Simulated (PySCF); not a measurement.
**Multinuclear NMR of (CH3)3CCHF2**

Geometry:
```json
{"atom": "C1", "x (Å)": "-1.034", "y (Å)": "-0.703", "z (Å)": "-1.074"}
{"atom": "C2", "x (Å)": "-0.175", "y (Å)": "0.029", "z (Å)": "-0.043"}
{"atom": "C3", "x (Å)": "0.994", "y (Å)": "0.740", "z (Å)": "-0.725"}
{"atom": "C4", "x (Å)": "0.341", "y (Å)": "-0.945", "z (Å)": "1.016"}
{"atom": "C5", "x (Å)": "-1.026", "y (Å)": "1.082", "z (Å)": "0.655"}
{"atom": "F6", "x (Å)": "-2.084", "y (Å)": "0.511", "z (Å)": "1.279"}
{"atom": "F7", "x (Å)": "-1.523", "y (Å)": "1.972", "z (Å)": "-0.237"}
{"atom": "H8", "x (Å)": "-0.436", "y (Å)": "-1.467", "z (Å)": "-1.594"}
{"atom": "H9", "x (Å)": "-1.887", "y (Å)": "-1.204", "z (Å)": "-0.592"}
{"atom": "H10", "x (Å)": "-1.428", "y (Å)": "-0.004", "z (Å)": "-1.826"}
{"atom": "H11", "x (Å)": "0.638", "y (Å)": "1.463", "z (Å)": "-1.472"}
{"atom": "H12", "x (Å)": "1.616", "y (Å)": "1.282", "z (Å)": "0.005"}
{"atom": "H13", "x (Å)": "1.639", "y (Å)": "0.008", "z (Å)": "-1.234"}
{"atom": "H14", "x (Å)": "0.985", "y (Å)": "-1.706", "z (Å)": "0.550"}
{"atom": "H15", "x (Å)": "-0.489", "y (Å)": "-1.459", "z (Å)": "1.522"}
{"atom": "H16", "x (Å)": "0.939", "y (Å)": "-0.426", "z (Å)": "1.783"}
{"atom": "H17", "x (Å)": "-0.451", "y (Å)": "1.647", "z (Å)": "1.412"}
```

[PySCF 2.14.0 with density-fitted response routines: couplings computed with B3LYP/pcJ-1 (spin–dipole term only in couplings to heteroatoms); GIAO PBE0/pcSseg-1 shieldings; PBE0-D3(BJ)/def2-SVP geometry; no solvent; a single conformation; relativity neglected; one averaged value for each set of equivalent atoms]

Where does 19F resonate?

Results:


```csv
atoms,environment,σ (ppm),δ (ppm)
F6/F7,fluorine of a CF2 group,323.2,-128.8
```

Shieldings were converted by a linear fit to measured shifts: 19F (scatter 6.9 ppm rms, 7.7 ppm with the 5 outliers that the fit left out vs CFCl3, solution or neat liquid, with a term for F on sp3 carbon). Occasional misses reach two or three times the rms, and more in compound classes unlike the fitted ones. Couplings are scaled by factors fitted to measured values: 2J(H,H) × 0.91 (rms 0.6 Hz), 1J(C,F) × 0.77 (rms 7.3 Hz), 2J(C,F) × 1.09 (rms 1.9 Hz, 5.0 with 1 outliers), 3J(C,F) × 1.48 (rms 1.3 Hz); all others are unscaled and can be 10–30 % off.

Couplings (the largest are listed; each averaged over equivalent pairs): 1J(C5,F6) = -235.2 Hz, 2J(F6,F7) = 239.2 Hz, 2J(F6,H17) = 65.2 Hz, 2J(C2,F6) = 20.1 Hz, 3J(C1,F6) = 4.8 Hz.

On a 500 MHz spectrometer 19F resonates near 470.5 MHz, so 1 ppm is 470.5 Hz.
